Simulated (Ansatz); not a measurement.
`Cl[SiH2][ZnH]` + `BN[SiH3]` → `BN([SiH3])[SiH2]Cl` + `[ZnH2]` at 700 K and 1 bar (cleavage of the Si–Zn bond).

Isolated molecules relaxed with PBE0-D4/def2-TZVP in Ansatz; ΔE leaves out vibrations. CCSD(T)/CBS adds triple-zeta CCSD(T) − MP2 to the extrapolated MP2 energy (def2 sets, frozen cores). For Zn outer-core shells are correlated without core-valence functions, which leaves a few kJ/mol of doubt a bond. Scalar relativity is left out up to krypton. Each species was taken in one conformer, which may not be the lowest.

```json
{"species": "`Cl[SiH2][ZnH]`", "CCSD(T)/CBS energy (Eh)": "-2529.06736", "H − E (kJ/mol)": "120.0", "S (J/(mol·K))": "400.6"}
{"species": "`BN[SiH3]`", "CCSD(T)/CBS energy (Eh)": "-372.22946", "H − E (kJ/mol)": "227.4", "S (J/(mol·K))": "384.8"}
{"species": "`BN([SiH3])[SiH2]Cl`", "CCSD(T)/CBS energy (Eh)": "-1121.76437", "H − E (kJ/mol)": "283.4", "S (J/(mol·K))": "518.7"}
{"species": "`[ZnH2]`", "CCSD(T)/CBS energy (Eh)": "-1779.54550", "H − E (kJ/mol)": "57.4", "S (J/(mol·K))": "237.3"}
```

H − E and S are ideal-gas, rigid-rotor, harmonic terms from PBE0-D4/def2-TZVP, for one conformer and one mirror image of each species. 1 Eh = 2625.50 kJ/mol, R = 8.31446 J/(mol·K).

Task: By hand: ΔE, ΔH, ΔS and ΔG.

Result: ΔE = (-1121.76437) + (-1779.54550) − (-2529.06736) − (-372.22946) = -0.01305 Eh = -34.3 kJ/mol. Δ(H − E) = 283.4 + 57.4 − 120.0 − 227.4 = -6.6, so ΔH = -40.9 kJ/mol. ΔS = 518.7 + 237.3 − 400.6 − 384.8 = -29.4 J/(mol·K). ΔG = -40.9 − 700 × (-29.4)/1000 = -20.3 kJ/mol.

Task: By hand: the equilibrium constant, and the temperature at which ΔG would vanish if ΔH and ΔS stayed fixed.

Result: log₁₀ K = −ΔG/(RT ln 10) = 1.5. ΔG = 0 at ΔH/ΔS = 1391 K.

TΔS isn't small against ΔH here. A doubt of 5 kJ/mol in ΔE shifts log₁₀ K by 0.4 here. Other conformers and mirror images would add mixing entropy, several J/(mol·K) or more a flexible species. Modes under 60 cm⁻¹, often nearly free rotors, make the harmonic entropy too high. These are equilibria of isolated gas molecules and say nothing of rates. Largest T1 diagnostic: 0.016 (customary marks: 0.02 for closed shells, 0.045 for open ones).
